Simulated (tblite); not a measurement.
Species: C5H13NOSi2.
Atom-mapped SMILES: `[O:1]=[CH:2][C@@H:3]1[CH2:4][SiH2:5][C@H:6]([NH:7][SiH3:8])[CH2:9]1` (hydrogens: H10 on C2; H11 on C3; H12, H13 on C4; H14, H15 on Si5; H16 on C6; H17 on N7; H18, H19, H20 on Si8; H21, H22 on C9)

A start from a force field or distance geometry was refined with GFN2-xTB geometry optimisation, gas phase (tblite). Values at the start:

```
   coordinate    start
        O1=C2  1.239 Å
        C2–C3  1.520 Å
       C2–H10  1.092 Å
       C3–H11  1.110 Å
       C4–Si5  1.926 Å
       C4–H12  1.102 Å
       C4–H13  1.096 Å
       Si5–C6  1.977 Å
      Si5–H14  1.480 Å
      Si5–H15  1.477 Å
        C6–N7  1.474 Å
        C6–C9  1.546 Å
       N7–H17  1.029 Å
      Si8–H18  1.467 Å
      Si8–H20  1.481 Å
       C9–H21  1.103 Å
     O1–C2–C3   122.9°
     C2–C3–C4   114.6°
     C2–C3–C9   110.2°
    C3–C4–Si5   106.8°
     C4–C3–C9   109.0°
    Si5–C6–N7   111.7°
    Si5–C6–C9   103.3°
    C6–N7–Si8   126.3°
 C2–C3–C4–Si5     -91°
 C3–C4–Si5–C6      -9°
 C4–Si5–C6–N7     104°
Si5–C6–N7–Si8      87°
```

Q: How do these coordinates change at the GFN2-xTB level?

A: 
| coordinate | GFN2-xTB (Å or °) | change |
| --- | --- | --- |
| Si5–C6 | 1.928 | -0.049 |
| O1=C2 | 1.202 | -0.037 |
| C2–C3 | 1.494 | -0.026 |
| C6–N7 | 1.449 | -0.025 |
| Si5–H14 | 1.456 | -0.024 |
| C4–Si5 | 1.905 | -0.021 |
| N7–H17 | 1.008 | -0.021 |
| C3–H11 | 1.095 | -0.015 |
| C2–H10 | 1.107 | +0.015 |
| C4–H12 | 1.088 | -0.014 |
| C9–H21 | 1.092 | -0.011 |
| Si5–H15 | 1.469 | -0.008 |
| Si8–H20 | 1.473 | -0.008 |
| C4–H13 | 1.089 | -0.007 |
| Si8–H18 | 1.461 | -0.006 |
| C6–C9 | 1.541 | -0.005 |
| C2–C3–C4 | 110.2 | -4.4 |
| C2–C3–C9 | 106.3 | -3.9 |
| Si5–C6–N7 | 115.1 | +3.4 |
| C6–N7–Si8 | 123.5 | -2.8 |
| C3–C4–Si5 | 104.1 | -2.7 |
| Si5–C6–C9 | 104.8 | +1.5 |
| O1–C2–C3 | 124.2 | +1.3 |
| C4–C3–C9 | 107.7 | -1.3 |
| C2–C3–C4–Si5 | -73 | +18 |
| Si5–C6–N7–Si8 | 103 | +16 |
| C4–Si5–C6–N7 | 119 | +15 |
| C3–C4–Si5–C6 | -22 | -13 |

The energy falls by 33.4 kJ/mol over 125 L-BFGS steps, the largest force on an atom goes from 3.02 to 0.008 eV/Å, and the atoms move by 0.350 Å rms after alignment. The bond that changes most is Si5–C6 (SiH2 silicon to sp3 carbon bound to nitrogen), which shortens by 0.049 Å. Bonds longer at the end by more than 0.005 Å: 2 of 22; shorter: 16. Among the dihedrals that turn most is C9–C6–N7–Si8, from -158° to -138°. Rotational constants go from 1613, 848.8, 722.3 to 1888, 798.3, 731.5 MHz.

Hardware: Arm Neoverse N1, one thread, shared host. Cost: 1.9 s wall.

Its GFN2-xTB frequencies are all real (lowest 40 cm⁻¹). One conformer, not necessarily the lowest. 3 starts were optimised and ended at 0.00, 3.71 and 3.78 kcal/mol (GFN2-xTB); the lowest of these is shown.

All values are computed, not measured.
